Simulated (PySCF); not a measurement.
Compound: Ga(NCS)3, C3GaN3S3.
Bonds: Ga1–N2, Ga1–N5, Ga1–N8, N2–C3, C3–S4, N5–C6, C6–S7, N8–C9, C9–S10.

Computed, not measured: TDDFT PBE0/def2-SVPD, vertical, gas phase, core orbitals frozen in the response in PySCF 2.14.0, density-fitted response routines. Geometry: PBE0-D3(BJ)/def2-SVP; no solvent, vibrations or thermal averaging. Relativistic effects, spin–orbit coupling among them, are left out although an element past zinc is present.

Each state is given a Gaussian of 0.4 eV full width at half maximum, with ε(max) = 2.175×10⁸ f / Δν̃ (Δν̃ the width in cm⁻¹). The width is an assumption, not a result. The curve ends short of the highest state used, and states not computed would add to its high-energy end.

λ (nm), ε (L mol⁻¹ cm⁻¹) and a bar:
```
    239.5        111 
    245.3         20 
    251.1        146 
    256.9       1015 #
    262.8       4437 ####
    268.6      12255 ############
    274.4      23147 ######################
    280.2      31243 ##############################
    286.1      31258 ##############################
    291.9      24001 #######################
    297.7      14615 ##############
    303.5       7251 #######
    309.3       3002 ###
    315.2       1039 #
    321.0        318 
    326.8         86 
    332.6         21 
    338.5          4 
    344.3          1 
    350.1          0 
    355.9          0 
    361.8          0 
    367.6          0 
    373.4          0
```

(1) Locate the maxima and give the states behind the curve.

(2) Coming from long wavelengths, where does ε first pass 100 L mol⁻¹ cm⁻¹?

(3) On this curve, what absorbance would a 10⁻⁴ mol/L sample give at 280 nm over a 1 cm path?

Results:

(1) 283 nm (4.38 eV), ε about 32000, made up of S4 (49%) and S5 (51%) (ε in L mol⁻¹ cm⁻¹; maxima over ε = 5, shares over 10%). At its high-energy end, 5.18 eV, the curve is still rising (ε about 120, from S13 and S14). The states used: S1 3.92 eV (f 0.0000); S2 4.14 eV (f 0.0000); S3 4.14 eV (f 0.0000); S4 4.38 eV (f 0.236); S5 4.38 eV (f 0.244); S6 4.80 eV (f 0.0000); S7 5.26 eV (f 0.0000); S8 5.37 eV (f 0.0000); S9 5.37 eV (f 0.0000); S10 5.63 eV (f 0.0059); S11 5.72 eV (f 0.0003); S12 5.73 eV (f 0.0004); S13 5.77 eV (f 0.360); S14 5.78 eV (f 0.356).

(2) At about 326 nm (3.80 eV), 0.12 eV below S1.

(3) 280 nm is 4.428 eV, where ε is about 31000 L mol⁻¹ cm⁻¹, so A = ε c l ≈ 3.1 (Beer–Lambert, with the gas-phase spectrum and the assumed width).

The run took 97 s of wall time (grids of density and orbitals included) on one thread, Arm Neoverse V1 (aarch64), no GPU, on a shared host, and the process peaked at 1.0 GiB of memory.
